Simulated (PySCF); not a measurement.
# 1-tert-butyl-4-fluorobenzene (c1cc(C(C)(C)C)ccc1F, C₁₀H₁₃F)

Molfile (atoms numbered from 1):
```
C10H13F
     RDKit          3D

 24 24  0  0  0  0  0  0  0  0999 V2000
   -2.5894    1.3029   -0.2956 C   0  0  0  0  0  0  0  0  0  0  0  0
   -1.9759   -0.0383    0.1079 C   0  0  0  0  0  0  0  0  0  0  0  0
   -2.5310   -1.1244   -0.8252 C   0  0  0  0  0  0  0  0  0  0  0  0
   -2.3886   -0.3432    1.5554 C   0  0  0  0  0  0  0  0  0  0  0  0
   -0.4487   -0.0232    0.0119 C   0  0  0  0  0  0  0  0  0  0  0  0
    0.2765    1.1006   -0.3987 C   0  0  0  0  0  0  0  0  0  0  0  0
    1.6694    1.0870   -0.4767 C   0  0  0  0  0  0  0  0  0  0  0  0
    2.3527   -0.0705   -0.1385 C   0  0  0  0  0  0  0  0  0  0  0  0
    3.6841   -0.0948   -0.2093 F   0  0  0  0  0  0  0  0  0  0  0  0
    1.6712   -1.2092    0.2742 C   0  0  0  0  0  0  0  0  0  0  0  0
    0.2830   -1.1737    0.3448 C   0  0  0  0  0  0  0  0  0  0  0  0
   -2.2475    2.1218    0.3556 H   0  0  0  0  0  0  0  0  0  0  0  0
   -3.6856    1.2500   -0.2128 H   0  0  0  0  0  0  0  0  0  0  0  0
   -2.3485    1.5662   -1.3369 H   0  0  0  0  0  0  0  0  0  0  0  0
   -3.6312   -1.1494   -0.7750 H   0  0  0  0  0  0  0  0  0  0  0  0
   -2.2393   -0.9318   -1.8689 H   0  0  0  0  0  0  0  0  0  0  0  0
   -2.1620   -2.1245   -0.5534 H   0  0  0  0  0  0  0  0  0  0  0  0
   -2.0162   -1.3232    1.8889 H   0  0  0  0  0  0  0  0  0  0  0  0
   -1.9929    0.4181    2.2449 H   0  0  0  0  0  0  0  0  0  0  0  0
   -3.4863   -0.3537    1.6487 H   0  0  0  0  0  0  0  0  0  0  0  0
   -0.2433    2.0201   -0.6686 H   0  0  0  0  0  0  0  0  0  0  0  0
    2.2304    1.9667   -0.7977 H   0  0  0  0  0  0  0  0  0  0  0  0
    2.2348   -2.1071    0.5344 H   0  0  0  0  0  0  0  0  0  0  0  0
   -0.2412   -2.0752    0.6707 H   0  0  0  0  0  0  0  0  0  0  0  0
  1  2  1  0
  2  3  1  0
  2  4  1  0
  2  5  1  0
  5  6  1  0
  6  7  2  0
  7  8  1  0
  8  9  1  0
  8 10  2  0
 10 11  1  0
 11  5  2  0
  1 12  1  0
  1 13  1  0
  1 14  1  0
  3 15  1  0
  3 16  1  0
  3 17  1  0
  4 18  1  0
  4 19  1  0
  4 20  1  0
  6 21  1  0
  7 22  1  0
 10 23  1  0
 11 24  1  0
M  END
```

The calculation used quadratic response CAM-B3LYP/def2-SVPD first hyperpolarisability, Taylor convention, gas phase (PySCF). Geometry: PBE0-D3(BJ)/def2-SVP.

Task: Give the tensor of the static β(0;0,0) in the axes of these coordinates.

Result: In au, Taylor convention; rows are the first index (the induced dipole):
```
       xx    yy     zz     xy     xz     yz
x  +190.3  -3.1  +30.4   -1.5   -6.8  +11.6
y    -1.5  -1.5   -7.7   -3.1  +11.6   -5.3
z    -6.8  -5.3   +2.7  +11.6  +30.4   -7.7
```
Norm of βᵢ = ⅓ Σⱼ (βᵢⱼⱼ + βⱼᵢⱼ + βⱼⱼᵢ): 218.0 au, hyper-Rayleigh value 86.3 au.
